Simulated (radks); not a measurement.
Q: Valence configurations of Er+ (all share [Xe]). Calculated with a radial shooting solver on a logarithmic mesh with Libxc functionals: scalar-relativistic Kohn-Sham, r2SCAN, spin-polarised, spherical densities, finite nucleus; open shells are filled with parallel spins first (spin-orbit coupling, left out, can overturn this in heavy ions); meta-GGA in the generalised Kohn-Sham scheme; Fermi nuclear charge, rms radius 5.2516 fm. Order these by energy: 4f12.5 6s0.5; 4f11 6s1 6p1; 4f10 6s1 6p2; 4f12 6p1; 4f11 6s2; 4f11.5 6s0.5 6p1; 4f12 5d1; 4f11 5d1 6p1; 4f13; 4f12 6s1.

A: From the lowest, in eV above it: 4f12 6s1 0.000; 4f12.5 6s0.5 1.115; 4f12 5d1 2.663; 4f13 2.975; 4f11 6s2 3.095; 4f12 6p1 3.648; 4f11.5 6s0.5 6p1 4.214; 4f11 6s1 6p1 6.191; 4f11 5d1 6p1 7.649; 4f10 6s1 6p2 20.519. NIST lists [Xe] 4f12 6s1 as the ground configuration; this level of theory agrees among the configurations tried. The energies are those of spherical high-spin densities, not of single terms.
